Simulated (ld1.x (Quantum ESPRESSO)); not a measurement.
# Configuration tests for copper (PAW)

* Element: Cu
* Generator: ld1.x (Quantum ESPRESSO) 7.5
* Type: PAW
* Functional: PBE
* Relativity: scalar-relativistic
* Frozen core: [Ar]
* Valence charge: 11
* Reference configuration: 3d10 4s1 4p0
* Partial waves: 4s (bound): rcut 1.65, rcutus 1.90 bohr; 4s channel at 0.3 Ry: rcut 1.65, rcutus 1.90 bohr; 4p (bound, empty): rcut 3.10, rcutus 4.20 bohr; 4p channel at 1.75 Ry: rcut 3.10, rcutus 4.20 bohr; 3d (bound): rcut 1.05, rcutus 1.45 bohr; 3d channel at 4.35 Ry: rcut 1.05, rcutus 1.45 bohr
* Local potential: all-electron potential smoothed inside 4.05 bohr (lloc = -1)
* Core correction: Bessel-smoothed model core inside 1.35 bohr
* Augmentation charge: PSQ, inside the norm-conserving radii

Energies are relative to the spin-unpolarised reference configuration 3d10 4s1 4p0; without spin polarisation the order of configurations can differ from experiment.

Give the all-electron excitation energy and the error of the potential for: 3d10 4s0 4p0; 3d9 4s0 4p0; 3d8 4s0 4p0; 3d7 4s0 4p0; 3d10 4s0.5 4p0; 3d9 4s2 4p0; 3d10 4s0 4p1.

```
valence configuration  charge  ΔE all-electron (eV)  error AE − PS (meV)
         3d10 4s0 4p0      +1                 8.148                  -13
          3d9 4s0 4p0      +2                29.480                 -147
          3d8 4s0 4p0      +3                68.500                 -627
          3d7 4s0 4p0      +4               128.209                -1886
       3d10 4s0.5 4p0    +0.5                 3.162                 -2.8
          3d9 4s2 4p0       0                 1.970                  -79
         3d10 4s0 4p1       0                 4.137                 -5.4
```

Levels in the configuration 3d9 4s0 4p0:

```tsv
level	all-electron (eV)	pseudo (eV)
3d	-29.628	-29.889
```
